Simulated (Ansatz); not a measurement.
Species: C₂H₇O₂Si, net charge 0, doublet state. It need not be the lowest isomer of its formula. 
Structure (B3LYP-D3(BJ)/def2-TZVP (Ansatz, a first-principles code) minimum search):
```xyz
12

C      1.6341    -0.7810    -0.4188
Si     0.0308     0.0060     0.0149
C     -1.4217    -0.6829    -0.9220
O     -0.1061    -0.2426     1.6449
O      0.0226     1.6190    -0.3607
H      2.2329    -1.3268     0.3013
H      2.0457    -0.7509    -1.4220
H     -1.5560    -1.7450    -0.7106
H     -1.2805    -0.5636    -1.9980
H     -2.3417    -0.1595    -0.6500
H     -0.8957     0.0880     2.0803
H      0.7585     2.1464    -0.0386
```
Charge 0, spin multiplicity 2.

Total electronic energies in hartree. Valence correlation only, unless marked. Open shells are spin-unrestricted. No spin-orbit coupling. Non-relativistic. Basis-set limits of correlation are two-point, X^-3; Hartree-Fock from the larger set.

```tsv
level	program	energy (Eh)
HF/cc-pV(D+d)Z	Ansatz	-518.56770
HF/cc-pV(T+d)Z	Ansatz	-518.67097
PBE-D4/def2-TZVPD	Ansatz + dftd4	-520.12381
PBE0/def2-QZVPP	Ansatz	-520.18706
CAM-B3LYP-D4/def2-TZVPD	Ansatz + dftd4	-520.46655
RI-MP2/CBS(cc-pV(T+d)Z,cc-pV(Q+d)Z)	Ansatz	-519.7354
SCS-MP2/6-31G*	Ansatz	-519.18460
CCSD/cc-pVTZ	Ansatz	-519.62626
CCSD(T)/CBS(cc-pV(T+d)Z,cc-pV(Q+d)Z)	Ansatz	-519.8015
```

Totals of different functionals don't rank their quality; only differences between species are comparable.
